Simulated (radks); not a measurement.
Problem. These are the eigenvalues of the occupied orbitals of an atom or ion with whole-number occupations (eV). Method: Dirac Kohn-Sham, BLYP, spin-unpolarised, spherical densities, finite nucleus; Fermi nuclear charge, rms radius of each element as measured or else 0.836 A^(1/3) + 0.57 fm; computed with a radial shooting solver on a logarithmic mesh with Libxc functionals.

orbital  eigenvalue
1s1/2     -79101.09
2s1/2     -17926.69
2p1/2     -17456.25
2p3/2     -15880.26
3s1/2     -7301.399
3p1/2     -7132.401

Which element is it, and in what charge state? The configuration may be excited. Open shells, if any, fill j = l - 1/2 first.

Solution. Z = 76, osmium, charge +63: Os63+ in [Ne] 3s2 3p1. The list shows which subshells hold electrons but not how many an open one holds; the 1s level, -2906.9 hartree, gives Z - s = 76.2 by -(Z - s)^2/2, which with screening and relativity narrows Z to a few neighbours, and the depths of the outer levels then fix element, charge and occupations together.
